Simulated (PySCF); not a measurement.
C₄H₈FNSi₂.
Atom-mapped SMILES: `[CH:1]#[C:2][Si@@H:3]1[CH2:4][C@@H:5]([F:6])[SiH2:7][NH:8]1` (hydrogens: H9 on C1; H10 on Si3; H11, H12 on C4; H13 on C5; H14, H15 on Si7; H16 on N8)

The same species was optimised twice, with GFN2-xTB and with PBE0-D3(BJ)/def2-SVP (PySCF), and the same property calculations (PySCF, gas phase) were run on both structures.

| coordinate | GFN2-xTB | PBE0-D3(BJ)/def2-SVP | change |
| --- | --- | --- | --- |
| Si7–N8 (Å) | 1.731 | 1.746 | +0.015 |
| C1≡C2 (Å) | 1.203 | 1.218 | +0.015 |
| C2–Si3 (Å) | 1.855 | 1.842 | -0.013 |
| Si3–C4 (Å) | 1.899 | 1.888 | -0.011 |
| C5–F6 (Å) | 1.396 | 1.386 | -0.010 |
| C5–Si7 (Å) | 1.920 | 1.915 | -0.005 |
| C4–C5 (Å) | 1.523 | 1.522 | -0.001 |
| Si3–N8 (Å) | 1.741 | 1.740 | -0.001 |
| Si3–N8–Si7 (°) | 118.6 | 114.5 | -4.1 |
| C4–C5–Si7 (°) | 110.1 | 107.6 | -2.5 |
| C5–Si7–N8 (°) | 95.3 | 97.6 | +2.3 |
| C4–Si3–N8 (°) | 96.8 | 98.8 | +2.0 |
| C4–C5–F6 (°) | 109.9 | 111.7 | +1.8 |
| C2–Si3–N8 (°) | 111.3 | 112.4 | +1.1 |
| F6–C5–Si7 (°) | 111.6 | 112.6 | +1.0 |
| Si3–C4–C5 (°) | 107.9 | 107.2 | -0.7 |

Rotational constants: A = 2343, B = 943.3, C = 811.3 MHz (GFN2-xTB) against A = 2303, B = 957.9, C = 816.7 MHz (PBE0-D3(BJ)/def2-SVP). Point groups within 0.08 Å: C1 and C1.

On the GFN2-xTB structure: isotropic polarisability (au) 98.9 [wB97X-D/def2-SVPD]; HOMO (eV) -9.48 [wB97X-D/def2-SVPD]; LUMO (eV) 1.23 [wB97X-D/def2-SVPD]; dipole (D) 2.33 [wB97X-D/def2-SVPD].

Question: What do these properties become on the PBE0-D3(BJ)/def2-SVP structure?

Answer: 
| property | level | on GFN2-xTB | on PBE0-D3(BJ)/def2-SVP | change |
| --- | --- | --- | --- | --- |
| isotropic polarisability (au) | wB97X-D/def2-SVPD | 98.9 | 100.6 | +1.7 |
| HOMO (eV) | wB97X-D/def2-SVPD | -9.48 | -9.54 | -0.06 |
| LUMO (eV) | wB97X-D/def2-SVPD | 1.23 | 1.19 | -0.04 |
| dipole (D) | wB97X-D/def2-SVPD | 2.33 | 2.36 | +0.03 |
| energy, GFN2-xTB geometry as zero (kcal/mol) | wB97X-D/def2-SVPD | 0.0 | -2.2 | -2.2 |

The heavy atoms differ by 0.054 Å rms after alignment. Among bonds between heavy atoms C1≡C2 and Si7–N8 change most and about equally (+0.015 Å). Changes are differences of the printed values. Neither structure is proved a minimum here.

wB97X-D is run here without its empirical dispersion term; that term would change no orbital, density or response property at a fixed geometry.
